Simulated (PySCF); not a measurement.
# Electron correlation in Bi⁺ (bismuth, charge +1)

Starting occupation: [Xe] 4f14 5d10 6s2 6p2, 6p1/2 with m_j = -1/2, +1/2. All numbers are calculated (PySCF 2.14, X2C-1e with screened-nucleus spin-orbit coupling, Gaussian nucleus, in x2c-TZVPPall-2c with one added diffuse shell each of s, p, d, f type (12s12p10d4f, 126 functions)). Frozen: [Xe] 4f14; 14 electrons correlated; the 42 highest virtual spinors left out.

MP2 pair energies summed by pair of shells (mhartree):

```csv
pair,energy,share (%)
5d3/2-5d5/2,-103.44,27.7
5d5/2-5d5/2,-76.29,20.4
5d5/2-6s1/2,-45.46,12.2
5d3/2-5d3/2,-30.78,8.3
5d3/2-6s1/2,-28.16,7.5
5d5/2-6p1/2,-26.80,7.2
6p1/2-6s1/2,-18.44,4.9
5d3/2-6p1/2,-17.19,4.6
6s1/2-6s1/2,-13.87,3.7
6p1/2-6p1/2,-12.65,3.4
```

Total MP2 correlation energy: -373.09 mhartree.

The virtual space was cut to 104 spinors, which keep -372.37 of the -373.09 mhartree of MP2 correlation.

```json
{"level": "CCSD", "correlation energy (mhartree)": "-355.49"}
{"level": "(T)", "correlation energy (mhartree)": "-7.49"}
{"level": "CCSD(T)", "correlation energy (mhartree)": "-362.98"}
```

Diagnostics: T1 = 0.0057, largest double amplitude 0.107.

Cost of the coupled-cluster step: 390 s of wall time on 4 threads of Neoverse-V2 (shared host), for 14 occupied and 104 virtual spinors.

This basis was not built for core-valence correlation, so the inner-shell part is incomplete.
